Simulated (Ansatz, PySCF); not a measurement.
This PySCF input computes a PBE/def2-TZVPD energy:

```python
from pyscf import gto, scf, dft

mol = gto.M(
    atom='''
    C     0.00751336    1.37087273    0.17539980
    C    -1.14438497    0.35348504    0.23860383
    S    -0.00513306   -1.04373398   -0.26528146
    C     1.14640594    0.33962309    0.24881721
    H     0.00839729    2.10697436    0.97620320
    H     0.01493500    1.89327114   -0.78020484
    H    -1.99362645    0.46471405   -0.42827414
    H    -1.47835350    0.10685418    1.24474232
    H     2.00284367    0.44053075   -0.41045608
    H     1.46838097    0.08902300    1.25788018
    H     0.00234600   -0.78550894   -1.59231227
    ''',
    basis='def2-tzvpd',
    charge=1,
    spin=0,
    verbose=4,
)

mf = dft.RKS(mol, xc='pbe').density_fit(auxbasis='def2-universal-jkfit')
mf.grids.level = 3
mf.conv_tol = 1e-9
mf.max_cycle = 100
mf.max_memory = 1500
mf.kernel()
if not mf.converged:
    mf = mf.newton()
    mf.kernel(mf.make_rdm1())
mf.analyze()
```

Q: Write an input for the same energy in Ansatz (a first-principles code) and say what it gives.

A: 
Ansatz 0.2 input:
```yaml
crystal:
  periodic: [false, false, false]
  atoms:
    - {symbol: C, position_ang: [0.00751336, 1.37087273, 0.17539980]}
    - {symbol: C, position_ang: [-1.14438497, 0.35348504, 0.23860383]}
    - {symbol: S, position_ang: [-0.00513306, -1.04373398, -0.26528146]}
    - {symbol: C, position_ang: [1.14640594, 0.33962309, 0.24881721]}
    - {symbol: H, position_ang: [0.00839729, 2.10697436, 0.97620320]}
    - {symbol: H, position_ang: [0.01493500, 1.89327114, -0.78020484]}
    - {symbol: H, position_ang: [-1.99362645, 0.46471405, -0.42827414]}
    - {symbol: H, position_ang: [-1.47835350, 0.10685418, 1.24474232]}
    - {symbol: H, position_ang: [2.00284367, 0.44053075, -0.41045608]}
    - {symbol: H, position_ang: [1.46838097, 0.08902300, 1.25788018]}
    - {symbol: H, position_ang: [0.00234600, -0.78550894, -1.59231227]}
basis:
  gaussian:
    orbitals: def2-TZVPD
hamiltonian:
  xc: {name: PBE}
total_charge: 1
output: {forces: true}
```
It gives -516.14272 Eh, and PySCF -516.14287 Eh, a difference of 0.15 mEh, from the treatment of integrals and grids.

It need not be the lowest isomer of its formula.
